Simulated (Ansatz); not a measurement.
Total energies of C₄H₁₁Al, SMILES `CC[CH2][AlH][CH3]`.

```
atom   x (Å)   y (Å)   z (Å)
  C1  -0.362  -0.724  -1.686
  C2   0.981  -0.522  -1.004
  C3   1.094   0.847  -0.336
 Al4  -0.158   1.194   1.138
  C5  -1.098  -0.247   2.068
  H6  -0.535   0.044  -2.445
  H7  -0.428  -1.698  -2.178
  H8  -1.186  -0.667  -0.966
  H9   1.779  -0.656  -1.744
 H10   1.128  -1.314  -0.261
 H11   0.987   1.643  -1.086
 H12   2.105   0.991   0.072
 H13  -0.383   2.697   1.625
 H14  -0.792  -1.246   1.747
 H15  -2.179  -0.165   1.904
 H16  -0.951  -0.179   3.151
```

The species carries charge 0 and has multiplicity 1. All single points use the PBE0-D4/def2-TZVP geometry. It is one conformer, not always the lowest. Basis def2-TZVPP, Ansatz.

RPA on PBE orbitals: Hartree–Fock energy of these orbitals -399.80796 Eh, correlation -1.38622 Eh (frozen core).

| functional | energy without D4 (Eh) | D4 term (kJ/mol) |
| --- | --- | --- |
| B97M-V | -401.49290 | – |
| B2PLYP | -401.26421 | – |

Question: Give the same for LDA (SPW92), PBE, revPBE, BLYP, r2SCAN, PBE0, B3LYP, r2SCANh, r2SCAN0, HSE06 (plane-wave form), BHLYP, CAM-B3LYP, LC-ωPBE, ωB97X-V, ωB97M-V, PBE-QIDH. (An estimate is asked.)

Answer: Computed: 
```tsv
functional	energy without D4 (Eh)	D4 term (kJ/mol)
LDA (SPW92)	-398.94733	–
PBE	-401.16489	-29.4
revPBE	-401.43400	-91.5
BLYP	-401.43808	-64.0
r2SCAN	-401.40940	-7.8
PBE0	-401.22393	-25.1
B3LYP	-401.57828	-46.8
r2SCANh	-401.40314	-8.2
r2SCAN0	-401.39472	-9.1
HSE06 (plane-wave form)	-401.20712	-23.3
BHLYP	-401.43789	-34.9
CAM-B3LYP	-401.44914	-25.4
LC-ωPBE	-401.36500	–
ωB97X-V	-401.45813	–
ωB97M-V	-401.41978	–
PBE-QIDH	-401.11666	–
```

B3LYP takes the VWN-RPA correlation (the form of Gaussian; ORCA's B3LYP/G). HSE06 is the plane-wave form, built on full-range PBE exchange. The double hybrids freeze the cores in their second-order part.

LC-ωPBE has ω = 0.4 bohr⁻¹.
